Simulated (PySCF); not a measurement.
Molecule: `C1=CBNC=C1`, C4H6BN.

Geometry:
```csv
atom,x (Å),y (Å),z (Å)
B1,1.269,0.737,0.012
C2,-0.068,1.450,0.032
C3,-1.218,0.694,0.015
C4,-1.184,-0.726,-0.020
C5,0.017,-1.382,-0.039
N6,1.188,-0.694,-0.024
H7,2.366,1.242,0.022
H8,-0.165,2.539,0.059
H9,-2.203,1.175,0.029
H10,-2.108,-1.306,-0.033
H11,0.077,-2.473,-0.066
H12,2.031,-1.256,-0.039
```

Spin–spin couplings on one PBE0-D3(BJ)/def2-SVP geometry, PySCF 2.14, gas phase, non-relativistic, equivalent pairs averaged (spin–dipole term only in couplings to heteroatoms); isotopes 13C, 1H, 11B, 15N; basis pcJ-1.

Question: How do the couplings (Hz) change with the functional? Times are CPU seconds on shared hosts with different chips, so compare them loosely.

Answer: 
```tsv
functional	functions	1J(C5,H11)	1J(C4,H10)	1J(C3,H9)	1J(C2,H8)	1J(B1,H7)	1J(N6,H12)	1J(B1,C2)	core-s
LDA	222	138.7	133.9	124.6	122.9	110.4	-69.3	56.0	13
PBE	222	163.0	157.4	146.6	144.1	133.6	-78.0	68.1	20
KT2	222	174.4	169.1	155.7	153.6	140.6	-84.4	57.7	18
B3LYP	222	177.6	170.8	159.9	156.3	142.9	-85.1	74.5	29
PBE0	222	169.1	162.4	152.2	148.7	135.2	-81.9	71.7	20
B97-2	222	161.9	155.2	145.6	142.4	138.2	-78.5	75.3	20
BHandHLYP	222	191.5	183.1	172.6	167.8	149.3	-92.5	82.0	23
CAM-B3LYP	222	175.6	168.3	157.8	153.8	139.8	-84.8	73.0	29
``` Left out for a near triplet instability: HF/pcJ-1.
